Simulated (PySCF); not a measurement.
**Steps of a relaxation of EuCl3(NH3)**

EuCl3(NH3) (singlet in the valence; each metal's 4f electrons, 6 of them, lie in its core potential, out of spins and levels). PySCF 2.14.0, RKS r2SCAN, Eu lcecp-1-SVP with ECP52, Cl def2-SVP, N def2-SVP, H def2-SVP; non-relativistic Hamiltonian with scalar-relativistic core potentials where named; density fitting; no spin-orbit coupling. Origin of the start: template. Columns: position (Å) and force (eV/Å). Energies are counted from the last step; some of the 11 steps are shown. Forces carry noise of the integration grid, about 0.01 to 0.03 eV/Å.

Run from Python with OMP_NUM_THREADS=2. Where DIIS fails, smearing, a level shift and second-order steps follow.
It took 74 s on 2 threads of Arm Neoverse V1 (shared host), from the converged density of the start.

```xyz
8
step 0  E = 0.434 eV
Eu   -0.1008    0.1008   -0.1008     1.08   -1.08    1.08
Cl    1.4268    1.6284    1.4268    -0.79   -0.52   -0.79
Cl   -1.6284   -1.4268    1.4268     0.52    0.79   -0.79
Cl    1.4268   -1.4268   -1.6284    -0.79    0.79    0.52
N    -1.5702    1.5702   -1.5702     0.14   -0.14    0.14
H    -2.1833    2.1833   -1.0331    -0.14    0.14    0.11
H    -1.0331    2.1833   -2.1833     0.11    0.14   -0.14
H    -2.1833    1.0331   -2.1833    -0.14   -0.11   -0.14
```

```xyz
8
step 3  E = 0.089 eV
Eu   -0.0364    0.0364   -0.0364     0.07   -0.07    0.07
Cl    1.3182    1.6719    1.3182     0.01    0.15    0.01
Cl   -1.6719   -1.3182    1.3182    -0.15   -0.01    0.01
Cl    1.3182   -1.3182   -1.6719     0.01   -0.01   -0.15
N    -1.5183    1.5183   -1.5183     0.01   -0.01    0.01
H    -2.1363    2.1363   -0.9828     0.02   -0.02    0.01
H    -0.9828    2.1363   -2.1363     0.01   -0.02    0.02
H    -2.1363    0.9828   -2.1363     0.02   -0.01    0.02
```

```xyz
8
step 7  E = 0.003 eV
Eu    0.0490   -0.0490    0.0490    -0.10    0.10   -0.10
Cl    1.1830    1.9152    1.1830     0.00    0.00    0.00
Cl   -1.9152   -1.1830    1.1830     0.00    0.00    0.00
Cl    1.1830   -1.1830   -1.9152     0.00    0.00    0.00
N    -1.4146    1.4146   -1.4146     0.04   -0.04    0.04
H    -2.0292    2.0292   -0.8723     0.02   -0.02    0.02
H    -0.8723    2.0292   -2.0292     0.02   -0.02    0.02
H    -2.0292    0.8723   -2.0292     0.02   -0.02    0.02
```

Question: Where does the relaxation end?

Answer: It converges at step 10 in C3v:
```xyz
8
step 10  E = 0
Eu    0.0429   -0.0429    0.0429
Cl    1.1653    1.9354    1.1653
Cl   -1.9354   -1.1653    1.1653
Cl    1.1653   -1.1653   -1.9354
N    -1.4015    1.4015   -1.4015
H    -2.0137    2.0137   -0.8546
H    -0.8546    2.0137   -2.0137
H    -2.0137    0.8546   -2.0137
```

Question: How did the contacts change?

Answer: 
| contact | start (Å) | end (Å) |
| --- | --- | --- |
| Eu1–Cl2 (Cl) | 2.646 | 2.536 |
| Eu1–Cl3 (Cl) | 2.646 | 2.536 |
| Eu1–Cl4 (Cl) | 2.646 | 2.536 |
| Eu1–N5 (NH3) | 2.545 | 2.502 |


No frequency check is given that shows the relaxed geometry to be a minimum. An lcecp potential fixes the number of 4f electrons, so in runs with it no electron can move into or out of that shell.
